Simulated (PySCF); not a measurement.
Computed spin Hamiltonian

Compound: C4H3F5N (doublet state).
Z-matrix (Å and degrees, GFN2-xTB geometry), rows numbered from 1:
```
N 
C   1  1.2288
C   2  1.4817  1  128.06
C   3  1.5504  2  115.08  1    16.31
F   4  1.3476  3  109.47  2   -70.95
F   4  1.3440  3  111.49  2    47.41
C   3  1.5307  2  109.15  1   140.53
F   7  1.3354  3  111.56  2    59.07
F   7  1.3441  3  111.22  2   177.92
F   7  1.3323  3  113.12  2   -61.96
H   1  1.0108  2  122.35  3   179.58
H   3  1.0975  2  107.83  1  -103.69
H   4  1.1028  3  112.24  2   169.08
```

The hyperfine couplings belong to this conformer and change with its torsions.

The species is `[H]/N=[C]/[C@@H](C(F)F)C(F)(F)F` [radical].

Theory: UKS B3LYP, pcH-1 on C F H N, non-relativistic, mean-field spin-orbit, GIAO in PySCF 2.14.0. Geometry: GFN2-xTB, one conformer, isolated molecule. The geometry wasn't refined by DFT: couplings that depend on bond lengths, twists or pyramidal angles can differ widely from those at the functional's own minimum. No stability test was run, so a lower SCF solution isn't excluded.

| Property | Result |
| --- | --- |
| g1, g2, g3 | 1.99879, 2.00213, 2.00310 |
| g_iso | 2.00134 |
| Form of g | rhombic: the two nearest values differ by 23 % of g3 − g1 |
| ⟨S²⟩ | 0.7529 (exact 0.7500) |
| α and β electrons | 40, 39 |
| HOMO–LUMO gap, α and β orbitals | 5.04, 7.16 eV |
| Total energy | -708.15634 Eh |

Hyperfine couplings atom by atom, in mT; T1 to T3 are the principal values of the dipolar part; ρ(0) is the spin density at the nucleus (MHz turned into mT with g_iso):

```csv
atom,isotope,a_iso,T1,T2,T3,Mulliken spin population,ρ(0) (bohr⁻³)
N1,14N,0.54,-0.64,-0.51,1.15,0.20,0.0468
C2,13C,9.24,-2.09,-1.89,3.98,0.70,0.2302
C3,13C,2.82,-0.34,-0.32,0.66,0.01,0.0703
C4,13C,0.79,-0.17,-0.16,0.32,0.03,0.0197
F5,19F,0.02,-0.29,-0.25,0.54,0.00,0.0001
F6,19F,-0.03,-0.31,-0.28,0.60,0.00,-0.0002
C7,13C,0.18,-0.05,-0.05,0.10,0.00,0.0045
F8,19F,0.42,-0.27,-0.18,0.45,0.00,0.0028
F9,19F,-0.09,-0.07,0.01,0.06,0.00,-0.0006
F10,19F,0.01,-0.13,0.00,0.13,0.00,0.0000
H11,1H,4.92,-0.64,-0.34,0.98,0.04,0.0309
H12,1H,-0.13,-0.26,-0.16,0.42,0.00,-0.0008
H13,1H,0.75,-0.11,-0.03,0.14,0.01,0.0047
```

The largest Mulliken spin populations are on C2 (+0.70) and N1 (+0.20).

Under fast tumbling the dipolar parts average out, and these isotropic splittings remain: 1 × 1H (H11, I = 1/2, 2 lines) with 4.92 mT, 1 × 1H (H13, I = 1/2, 2 lines) with 0.75 mT, 1 × 14N (N1, I = 1, 3 lines) with 0.54 mT, 1 × 1H (H12, I = 1/2, 2 lines) with 0.13 mT, 3 × 19F (F8/F9/F10, I = 1/2, 4 lines) with 0.11 mT and 1 × 19F (F6, I = 1/2, 2 lines) with 0.03 mT.

Means are taken over nuclei equivalent by connectivity, which assumes that they swap fast. The three 19F nuclei of mean +3.1 MHz run from -2.5 to 11.8 MHz in the frozen geometry.

The 13C coupling of C2 (258.8 MHz) shows only in satellite lines or after enrichment, since that isotope makes up about 1.07 % of natural carbon.
